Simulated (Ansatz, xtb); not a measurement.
## Two isomers of C6H3ClSe

Structure a is `C#Cc1cc(Cl)c[se]1`, a singlet and structure b is `C#Cc1c[se]cc1Cl`, a singlet. Both are isolated molecules in the gas phase, relaxed with PBE-D3(BJ)/def2-SVP.

Quicker runs give these differences E(b) − E(a): GFN2-xTB +0.43 kcal/mol; HF/STO-3G +1.37 kcal/mol (at GFN2-xTB geometries); r2SCAN-D4/def2-SVP +2.10 kcal/mol (at GFN2-xTB geometries).

Task: Estimate E(b) − E(a) at the level CCSD(T)/def2-SVP + ΔMP2/def2-TZVPP.

Result: CCSD(T)/def2-SVP + ΔMP2/def2-TZVPP gives E(b) − E(a) = +0.82 kcal/mol, slightly favouring structure a, which is too small a margin to settle the true order.

Level by level:

| level | geometry | E(b) − E(a) (kcal/mol) | departure from the last row (kcal/mol) | job, with rough time for the two |
| --- | --- | --- | --- | --- |
| GFN2-xTB | GFN2-xTB | +0.43 | −0.40 | optimisation, 0.62 s |
| HF/STO-3G | GFN2-xTB | +1.37 | +0.55 | single point, 3 s |
| r2SCAN-D4/def2-SVP | GFN2-xTB | +2.10 | +1.28 | single point, 13 s |
| PBE-D3(BJ)/def2-SVP | PBE-D3(BJ)/def2-SVP | +2.16 | +1.34 | optimisation, 75 s |
| HF/def2-SVP | PBE-D3(BJ)/def2-SVP | +0.91 | +0.09 | part of the CCSD(T) run |
| MP2/def2-SVP | PBE-D3(BJ)/def2-SVP | +1.08 | +0.26 | part of the CCSD(T) run |
| CCSD(T)/def2-SVP | PBE-D3(BJ)/def2-SVP | +0.83 | +0.01 | single point |
| CCSD(T)/def2-SVP + ΔMP2/def2-TZVPP | PBE-D3(BJ)/def2-SVP | +0.82 |  | single point, 6 min |

As drawn, both hold the same kinds of bond in the same numbers.

The largest departure from CCSD(T)/def2-SVP + ΔMP2/def2-TZVPP is that of PBE-D3(BJ)/def2-SVP, 1.34 kcal/mol. The last row adds to CCSD(T) the change of the MP2 difference between the two basis sets, here −0.01 kcal/mol.

With thermal terms from frequencies at re-optimised GFN2-xTB minima (ideal gas, soft modes damped towards free rotors, one conformer each, 298.15 K, 1 atm): the zero-point term adds −0.03 kcal/mol; ΔH is +0.77 and ΔG +0.82 kcal/mol.

The correlated steps freeze 20 core orbitals; the filled d shell of Se is correlated, in a basis made for valence electrons. Programs: Ansatz 0.2.0, xtb 6.7.1; the last row on 2 threads of Intel(R) Xeon(R) Processor @ 2.50GHz (Skylake/Cascade Lake) on a shared host.
